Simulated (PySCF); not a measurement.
Compound: C7H15B.
SMILES: `CC(C)(C)BC1CC1`

Torsions of this conformer, `[CH3:1][C:2]([CH3:3])([CH3:4])[BH:5][CH:6]1[CH2:7][CH2:8]1`: C1–C2–B5–C6 6°, C2–B5–C6–C7 141°.

The closed-shell ground state was solved at several levels (PySCF, density fitting, gas phase, non-relativistic). The structure is a single PBE0-D3(BJ)/def2-SVP conformer in the gas phase; no vibrational or solvent corrections.

```json
{"level": "wB97X-D/def2-SVPD", "basis functions": "280", "HOMO (eV)": "-9.57", "LUMO (eV)": "1.17", "gap (eV)": "10.74", "dipole (D)": "0.72"}
{"level": "wB97X-D/pcSseg-1", "basis functions": "211", "HOMO (eV)": "-9.57", "LUMO (eV)": "1.22", "gap (eV)": "10.79", "dipole (D)": "0.72"}
```

Question: Estimate the row for PBE0/pcSseg-1, a basis of 211 functions; the other rows only guide the guess.

Answer: HOMO -7.69 eV, LUMO -0.64 eV, gap 7.05 eV, dipole 0.76 D.

Question: Over all these levels, which gives the widest orbital gap and which the narrowest?

Answer: wB97X-D/pcSseg-1 (range-separated hybrid) has the widest, 10.79 eV, and PBE0/pcSseg-1 (global hybrid, 25 % exact exchange) the narrowest, 7.05 eV. The two share the basis. From the narrowest to the widest the HOMO moves by -1.88 eV and the LUMO by +1.86 eV.

Question: How far do the dipole and the HOMO energy spread over the levels?

Answer: The dipole runs from 0.72 to 0.76 D (mean 0.74 D) and the HOMO from -9.57 to -7.69 eV.
